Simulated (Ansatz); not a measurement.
Isolated molecules relaxed with PBE0-D4/def2-TZVP in Ansatz; ΔE leaves out vibrations. CCSD(T)/CBS adds triple-zeta CCSD(T) − MP2 to the extrapolated MP2 energy (def2 sets, frozen cores). This one scheme is used for every species. DFT in def2-TZVPP. B3LYP here is the variant with VWN-RPA as its local correlation; programs differ in this. One conformer a species, not always the lowest.

Consider the silylene loss: `COCS[SiH3]` → `COCS` + `[SiH2]`.

| level | ΔE (kcal/mol) |
| --- | --- |
| B3LYP | 64.8 |
| MP2/def2-TZVPP | 73.7 |
| CCSD/def2-TZVPP | 66.5 |
| MP2/def2-QZVPP | 75.0 |

**Question.** What does CCSD(T)/CBS give? (Estimate.)

**Answer.** Ansatz gave: +70.1 kcal/mol. The listed levels differ from it by -5.3, 3.6, -3.6, 4.9 kcal/mol.

Largest T1 diagnostic among the species: 0.014.

In def2-TZVPP, CCSD(T) changes the Hartree–Fock value by +3.5 kcal/mol (the triples alone add +1.4 kcal/mol) and MP2 by +9.3 kcal/mol. From PBE to PBE0 (25 % exact exchange), in def2-TZVPP and without D4, ΔE moves by +2.3 kcal/mol. The D4 term adds +4.1 kcal/mol with B3LYP and +2.2 kcal/mol with PBE0; it sums over pairs of atoms, weighted by their polarisabilities, and B3LYP, whose exchange is more repulsive, gets the larger term.
